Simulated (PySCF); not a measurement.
C4H6OSe, SMILES C=C=COC[SeH].

Coordinates come from a B3LYP-D3(BJ)/def2-SVP optimisation. This is a generated structure with no PubChem entry under its InChIKey; it may be hypothetical. One conformer was computed; it need not be the lowest.

Computed with PBE/def2-TZVP run with PySCF.

| Property | Value |
|---|---|
| total energy | -2632.16810 hartree |
| highest occupied level | -5.48 eV |
| lowest empty level | -1.36 eV |
| orbital gap | 4.12 eV |
| dipole moment | 0.74 D |
| quadrupole, principal values (traceless, Buckingham form, about the centre of nuclear charge) | -5.71, 1.84, 3.87 D·Å |
| mean static polarisability | 89.3 bohr³ (13.23 Å³) |
| polarisability, principal values | 60.3, 71.6, 136.0 bohr³ |
